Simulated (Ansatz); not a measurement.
Reactions of `O=C[SiH2]CS`.

Gas-phase electronic energies from Ansatz, PBE0-D4/def2-TZVP geometries. CBS: MP2 limit from def2 TZ/QZ plus the TZ coupled-cluster correction, frozen cores. This one scheme is used for every species. DFT in def2-TZVPP. For Br, Zn outer-core shells are correlated without core-valence functions, which leaves a few kJ/mol of doubt a bond. Scalar relativity is left out up to krypton. One conformer a species, not always the lowest.

```json
{"reaction": "`O=C[SiH2]CS` + `SS` → `SC[SiH2]SS` + `C=O`", "HF/CBS(def2) (kJ/mol)": "-72", "ωB97X-V (kJ/mol)": "-66", "r2SCAN-D4 (kJ/mol)": "-67", "PBE0-D4 (kJ/mol)": "-69", "CCSD(T)/CBS(def2) (kJ/mol)": "-71"}
{"reaction": "`O=C[SiH2]CS` → `C[Si]1(S)CO1`", "HF/CBS(def2) (kJ/mol)": "-140", "ωB97X-V (kJ/mol)": "-162", "r2SCAN-D4 (kJ/mol)": "-177", "PBE0-D4 (kJ/mol)": "-170", "CCSD(T)/CBS(def2) (kJ/mol)": "-165"}
{"reaction": "`O=C[SiH2]CS` + `C[SiH](S)Cl` → `O=C[SiH2]Cl` + `C[SiH](S)CS`", "HF/CBS(def2) (kJ/mol)": "6", "ωB97X-V (kJ/mol)": "11", "r2SCAN-D4 (kJ/mol)": "11", "PBE0-D4 (kJ/mol)": "11", "CCSD(T)/CBS(def2) (kJ/mol)": "9"}
{"reaction": "`O=C[SiH2]CS` + `[OH][Zn][SiH3]` → `O=C[SiH2][Zn][OH]` + `[SiH3]CS`", "HF/CBS(def2) (kJ/mol)": "-5", "ωB97X-V (kJ/mol)": "2", "r2SCAN-D4 (kJ/mol)": "3", "PBE0-D4 (kJ/mol)": "2", "CCSD(T)/CBS(def2) (kJ/mol)": "2"}
{"reaction": "`O=C[SiH2]CS` + H–F → `O=C[SiH2]F` + CH₃SH", "HF/CBS(def2) (kJ/mol)": "-163", "ωB97X-V (kJ/mol)": "-129", "r2SCAN-D4 (kJ/mol)": "-128", "PBE0-D4 (kJ/mol)": "-116", "CCSD(T)/CBS(def2) (kJ/mol)": "-123"}
{"reaction": "`O=C[SiH2]CS` + `O[Si](F)(Cl)Br` → `O=C[SiH2]Br` + `O[Si](F)(Cl)CS`", "HF/CBS(def2) (kJ/mol)": "-19", "ωB97X-V (kJ/mol)": "-13", "r2SCAN-D4 (kJ/mol)": "-12", "PBE0-D4 (kJ/mol)": "-13", "CCSD(T)/CBS(def2) (kJ/mol)": "-12"}
{"reaction": "`O=C[SiH2]CS` → `O=CCS` + `[SiH2]`", "HF/CBS(def2) (kJ/mol)": "200", "ωB97X-V (kJ/mol)": "233", "r2SCAN-D4 (kJ/mol)": "241", "PBE0-D4 (kJ/mol)": "234", "CCSD(T)/CBS(def2) (kJ/mol)": "227"}
{"reaction": "`O=C[SiH2]CS` + HCl → `O=C[SiH2]Cl` + CH₃SH", "HF/CBS(def2) (kJ/mol)": "-115", "ωB97X-V (kJ/mol)": "-94", "r2SCAN-D4 (kJ/mol)": "-94", "PBE0-D4 (kJ/mol)": "-91", "CCSD(T)/CBS(def2) (kJ/mol)": "-91"}
{"reaction": "`O=C[SiH2]CS` → `S[SiH]1CCO1`", "HF/CBS(def2) (kJ/mol)": "-197", "ωB97X-V (kJ/mol)": "-207", "r2SCAN-D4 (kJ/mol)": "-209", "PBE0-D4 (kJ/mol)": "-211", "CCSD(T)/CBS(def2) (kJ/mol)": "-206"}
{"reaction": "`O=C[SiH2]CS` → `COC([SiH3])=S`", "HF/CBS(def2) (kJ/mol)": "58", "ωB97X-V (kJ/mol)": "49", "r2SCAN-D4 (kJ/mol)": "33", "PBE0-D4 (kJ/mol)": "41", "CCSD(T)/CBS(def2) (kJ/mol)": "45"}
```

Largest T1 diagnostic: 0.017, for `O=C[SiH2][Zn][OH]`.
